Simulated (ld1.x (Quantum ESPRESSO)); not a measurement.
The numbers below are computed, except where a source is named.
Potentials for K (Z = 19) compared

Generated with ld1.x 7.5 (TM, RRKJ, ultrasoft, PAW), atompaw 4.2 or ONCVPSP 4.0.1. The cutoff is in Ry: for ld1.x and atompaw files where the sum of valence levels is converged to 10 mRy in a Bessel basis, for ONCV files where the hardest occupied wave has 1 mHa per electron of residual kinetic energy. The error is the largest all-electron minus pseudo excitation energy over each file’s own four to seven test configurations (ionisations up to +4, promotions, holes and added fractions of an electron), all of which were solved. The labels leave out finer settings (local radius, basis sizes, second energies), which also bear on the numbers. Spin-polarised tests are not counted. The rows are a selection from randomly drawn settings: files with unsolved tests, undetermined cutoffs or missed reference levels are left out.

A true bound ghost makes a file unfit for plane-wave use even where its test errors are small: the radial tests pick states by their node count and pass the ghost by.

| potential | cutoff (Ry) | largest error (meV) | bound ghosts |
| --- | --- | --- | --- |
| TM semilocal, PBE, scalar-relativistic, rc 2.05/2.20/4.20 (spd), local s, core correction yes, reference 3s2 3p6 3d0 4s0 4p0 | 25 | +679 | none |
| TM, PW91, scalar-relativistic, rc 4.15/4.20/4.25 (spd), local smoothed, core correction no, reference 4s1 4p0 | 6 | +60 | none |
| TM, PW91, scalar-relativistic, rc 2.60/4.05/4.20 (spd), local smoothed, core correction yes, reference 3d0 4s0.5 4p0 | 6 | -2.7 | none |

(1) Fill in the row for K: TM, PBE, non-relativistic, rc 2.75/3.20/4.20 (spd), local smoothed, core correction no, reference 3d0 4s0 4p1.

(2) Fill in the row for K: TM, PBE, scalar-relativistic, rc 2.90/1.80/2.95 (spd), local s, core correction yes, reference 3p6 4s1 4p0.

(3) Fill in the row for K: TM, PBEsol, scalar-relativistic, rc 4.00/3.15/4.20/3.65 (spdf), local d, core correction yes, reference 3d0 4s0 4p1.

Answers

(1) cutoff 6 Ry, largest error +336 meV, bound ghosts: s, p.

(2) cutoff 25 Ry, largest error -256 meV, bound ghosts: none.

(3) cutoff 6 Ry, largest error +14 meV, bound ghosts: s.
